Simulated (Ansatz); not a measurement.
**From InF3 to InCl3: predicting a member**

On one In centre, n of the F ligands are replaced by Cl. The atomisation energy (no zero-point term) y in kJ/mol at CCSD(T)/def2-TZVPP. Shapes, held fixed at every level: PBE0-D4/def2-TZVP. Programs: Ansatz 0.2.0.

| molecule | n | y (kJ/mol) |
| --- | --- | --- |
| InF3 | 0 | 1180 |
| InClF2 | 1 | 1109 |
| InCl2F | 2 | ? |
| InCl3 | 3 | 957 |

**Question.** Fit y = c + s·n to the known rows and predict InCl2F.

**Answer.** 
1. Means of the 3 rows: n = 1.33333, y = 1082.0.
2. Σ(Δn)² = 4.6667, Σ(Δn·Δy) = -348, so the slope is -348/4.6667 = -74.571.
3. Intercept: 1082.0 − (-74.571) × 1.33333 = 1181.4. The largest residual of the fit is 2.2.
4. InCl2F: 1181.4 + (-74.571) × 2 = 1032 kJ/mol.

The run gave 1034 kJ/mol, so the prediction is off by -2 kJ/mol, within the scatter of the fit. The steps are nearly additive. The slope is the difference between a In–Cl and a In–F bond. Other levels give for InCl2F: r2SCAN-D4/def2-TZVPP 1084; B3LYP-D4/def2-TZVPP 1028; wB97M-V/def2-TZVPP 1077 kJ/mol. Spin-orbit coupling of the free atoms (F 2, Cl 4 kJ/mol each; the atoms kept shift only the intercept) is left out. For atoms past krypton def2 sets carry core potentials with scalar relativity. Correlated rows may include outer-core shells of In, which these sets cover unevenly.
